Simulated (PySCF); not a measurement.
## Calculated properties of AlBr3.OEt2, `CC[O+](CC)[Al-]([Br])([Br])[Br]`

Species: AlBr3.OEt2, C4H10AlBr3O.
Cartesian coordinates in Å at the PBE0-D3(BJ)/def2-SVP level; atoms count from 1:
```
atom  x, y, z in Å
C1     2.1041   -0.7944   -0.3625
C2     0.9174   -0.7864    0.5660
O3    -0.0391    0.2358    0.1969
C4    -1.0702   -0.1657   -0.7373
C5    -2.2446   -0.7798   -0.0230
Al6    0.2186    2.1100    0.5020
Br7    1.8189    2.1526    2.1124
Br8   -1.8489    2.8063    1.1388
Br9    0.8788    2.8192   -1.5583
H10    2.7933   -1.5987   -0.0653
H11    2.6479    0.1596   -0.3065
H12    1.8080   -0.9652   -1.4080
H13    0.3732   -1.7419    0.5698
H14    1.2130   -0.5544    1.5975
H15   -0.6047   -0.8457   -1.4669
H16   -1.3534    0.7484   -1.2789
H17   -1.9625   -1.6902    0.5263
H18   -2.6780   -0.0572    0.6825
H19   -3.0152   -1.0543   -0.7583
```

From PBE0-D3(BJ)/def2-SVP geometry optimisation, gas phase (PySCF):

| Quantity | Value |
| --- | --- |
| Point group | C1 |
| Rotational constants A, B, C | 0.427, 0.383, 0.363 GHz |

CAM-B3LYP/def2-SVPD ground state, ΔSCF and vertical TDDFT (core frozen in the response) (PySCF):

| Item | Value |
| --- | --- |
| Dipole moment | 6.90 D |
| HOMO energy | -9.09 eV |
| LUMO energy | 0.43 eV |
| HOMO–LUMO gap | 9.52 eV |
| Lowest singlet excitation | 6.72 eV (184 nm, f = 0.001) |
| Strongest line among the 10 lowest singlet transitions | S6 at 7.52 eV (165 nm, f = 0.174) |
| Lowest triplet excitation (Tamm–Dancoff) | 6.47 eV |
| Static isotropic polarisability | 137.9 au |
| Vertical ionisation energy | 9.88 eV |
| Electronic spatial extent ⟨r²⟩ about the centre of nuclear charge | 3658 bohr² |

From PBE0/pcSseg-1 ground state and GIAO shieldings, non-relativistic (PySCF):

| Item | Value |
| --- | --- |
| Lowest Hirshfeld atomic charge | -0.21 e on Br9 |
| Highest Hirshfeld atomic charge | +0.33 e on Al6 |
| 13C chemical shifts (computed TMS as zero) by class | 69.6 (C2/C4), 14.2 (C1/C5) ppm |
| 1H chemical shifts (computed TMS as zero) by class | 4.20 (H13/H14/H15/H16), 1.50 (H10/H11/H12/H17/H18/H19) ppm |
| Isotropic shieldings of nuclei other than C and H, by class | 272 (O3), 435 (Al6), 2640 (Br7/Br8/Br9) ppm |
| Mayer bond orders between heavy atoms | C1–C2 1.08, C2–O3 0.76, O3–C4 0.76, C4–C5 1.07, O3–Al6 0.34, Al6–Br7 0.87, Al6–Br8 0.90, Al6–Br9 0.86 |

Monoisotopic mass (most abundant isotopes): 337.8097 u.

The principal polarisabilities are 132.3, 135.9 and 145.7 au; their mean is the isotropic value. The vertical singlet–triplet gap S1 − T1 is 0.25 eV (TDDFT singlet less Tamm–Dancoff triplet; S1: HOMO→LUMO, weight 0.69; T1: HOMO→LUMO, weight 0.60). The polarisability is 20.44 Å³ as a volume (1 au = 0.148185 Å³), or 0.86 au for each of the 160 electrons. With B = h/(8π²I), that is 505.379 GHz u Å² over I, the principal moments of inertia are 1182.7, 1318.0 and 1391.6 u Å² (most abundant isotopes).

 Relativistic effects, spin–orbit coupling among them, are left out although an element past zinc is present. Atoms bound to Br lack the heavy atom's spin–orbit term in their shielding, so their NMR values are less reliable. NMR classes are plain means over equivalent atoms (diastereotopic ones count apart unless rotation or inversion swaps them), as if these changed places fast; in this geometry the members of some classes differ.

One conformer stands for the species.
